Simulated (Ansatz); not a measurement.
## Abstraction of Cl: C2H5AlCl2 + C3H5 → C2H5AlCl + C3H5Cl

Species: C2H5AlCl2 (ethylaluminum dichloride) `C[CH2][Al]([Cl])[Cl]`, singlet; C3H5 `C=[C]C`, doublet; C2H5AlCl `C[CH2][Al][Cl]`, doublet; C3H5Cl (2-chloropropene) `C=C(C)Cl`, singlet. A radical takes Cl: the energy is the difference in strength between the Al–Cl bond broken and the C–Cl bond made.

Shapes, held fixed at every level: PBE0-D4/def2-TZVP. Flexible molecules stand in one conformer, not always the lowest. Programs: Ansatz 0.2.0. Electronic energies: no zero-point or thermal term.

**Question.** Estimate ΔE of this reaction.

**Answer.** B2PLYP/def2-TZVPP gives ΔE = +102.1 kJ/mol; the levels span +62.6 to +146.4. The median of the levels is +105.8. No measured value is set beside it here. Spin contamination: C3H5 (⟨S²⟩ up to 0.91). Open shells run unrestricted unless RO is named.

```csv
level,kind,ΔE (kJ/mol)
HF/def2-TZVPP,Hartree–Fock,+146.4
SPW92/def2-TZVPP,LDA,+62.6
r2SCAN-D4/def2-TZVPP,meta-GGA,+107.5
B3LYP-D4/def2-TZVPP,global hybrid,+99.0
BHLYP-D4/def2-TZVPP,global hybrid,+113.8
r2SCAN0-D4/def2-TZVPP,global hybrid,+111.4
wB97M-V/def2-TZVPP,range-separated hybrid,+104.2
B2PLYP/def2-TZVPP,double hybrid,+102.1
```
